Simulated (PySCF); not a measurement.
SMILES c1(cccc(C=O)c1)B(O)O, singlet, GFN2-xTB optimised geometry.

```
18

O     -1.94    -2.85     0.00
C     -2.45    -1.76     0.00
C     -1.73    -0.49     0.00
C     -2.42     0.72     0.00
C     -1.71     1.91     0.00
C     -0.32     1.89     0.00
C      0.40     0.70     0.00
B      1.98     0.72     0.00
O      2.75    -0.40    -0.01
O      2.60     1.91     0.01
C     -0.33    -0.49     0.00
H     -3.56    -1.65     0.00
H     -3.50     0.73     0.00
H     -2.24     2.85     0.00
H      0.23     2.82     0.00
H      2.30    -1.24    -0.02
H      3.56     1.86     0.01
H      0.16    -1.45     0.00
```

Density from B3LYP/def2-SVP in PySCF at that geometry.

Minimum of the electron density along straight lines between bonded atoms, close to the bond critical point (lines longer than 1.1 times the sum of covalent radii, or with two minima, are not listed):

| bond | length / Å | ρ at the minimum / e bohr⁻³ | ∇²ρ there / e bohr⁻⁵ | position (fraction from the first atom) |
|---|---|---|---|---|
| O1–C2 | 1.206 | (withheld) | (withheld) | 0.67 |
| C2–C3 | 1.466 | 0.279 | -0.70 | 0.50 |
| C3–C4 | 1.394 | 0.309 | -0.79 | 0.50 |
| C4–C5 | 1.382 | 0.316 | -0.83 | 0.51 |
| C5–C6 | 1.385 | 0.315 | -0.82 | 0.50 |
| C6–C7 | 1.398 | 0.307 | -0.78 | 0.51 |
| C7–B8 | 1.587 | (withheld) | -0.20 | 0.68 |
| B8–O9 | 1.357 | 0.203 | 1.11 | 0.33 |
| B8–O10 | 1.349 | 0.209 | 1.16 | 0.33 |
| C3–C11 | 1.395 | 0.309 | -0.79 | 0.50 |
| C7–C11 | 1.390 | 0.311 | -0.79 | 0.49 |
| C2–H12 | 1.109 | 0.276 | -1.03 | 0.63 |
| C4–H13 | 1.081 | 0.284 | -1.09 | 0.63 |
| C5–H14 | 1.080 | 0.284 | -1.09 | 0.63 |
| C6–H15 | 1.079 | 0.288 | -1.13 | 0.64 |
| O9–H16 | 0.956 | 0.359 | -2.44 | 0.82 |
| O10–H17 | 0.958 | 0.357 | -2.37 | 0.81 |
| C11–H18 | 1.082 | 0.285 | -1.09 | 0.63 |

**Question.** Some entries are withheld; supply them.

**Answer.** 
- O1–C2, ρ at the minimum / e bohr⁻³: 0.411
- O1–C2, ∇²ρ there / e bohr⁻⁵: 0.47
- C7–B8, ρ at the minimum / e bohr⁻³: 0.180
